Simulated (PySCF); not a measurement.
CH5N3OSi, SMILES N[SiH](OC#N)N.

Geometry: PBE0-D3(BJ)/def2-SVP. The structure was generated by enumeration, and PubChem lists no compound with its InChIKey, so it may never have been made. One conformer was computed; it need not be the lowest.

Calculation: PySCF with TDA-PBE/def2-SVPD.

Vertical excitations. 

```tsv
state	energy (eV)	λ (nm)	f	main pairs
S1	6.15	202	0.017	HOMO→LUMO 97 %
S2	6.34	196	0.015	HOMO−1→LUMO 85 %
S3	6.41	193	0.016	HOMO−2→LUMO 85 %
S4	6.63	187	0.009	HOMO→LUMO+1 78 %, HOMO→LUMO+2 13 %
S5	6.71	185	0.003	HOMO→LUMO+2 71 %, HOMO−1→LUMO+2 12 %, HOMO→LUMO+1 11 %
S6	6.77	183	0.013	HOMO−3→LUMO 60 %, HOMO−1→LUMO+2 35 %
S7	6.87	180	0.031	HOMO−1→LUMO+2 28 %, HOMO−3→LUMO 25 %, HOMO−2→LUMO+1 23 %, HOMO−1→LUMO+1 15 %
S8	6.89	180	0.011	HOMO−2→LUMO+1 32 %, HOMO−2→LUMO+2 23 %, HOMO−1→LUMO+2 20 %, HOMO−1→LUMO+1 7 %
S9	6.96	178	0.052	HOMO−1→LUMO+1 64 %, HOMO−2→LUMO+1 25 %
S10	7.05	176	0.009	HOMO−2→LUMO+2 69 %
T1	6.02	206	0	HOMO→LUMO 82 %, HOMO−1→LUMO 14 %
T2	6.10	203	0	HOMO−1→LUMO 82 %, HOMO→LUMO 15 %
T3	6.30	197	0	HOMO−2→LUMO 92 %
T4	6.42	193	0	HOMO→LUMO+1 76 %, HOMO→LUMO+2 13 %
```
Triplets are in the Tamm–Dancoff approximation.
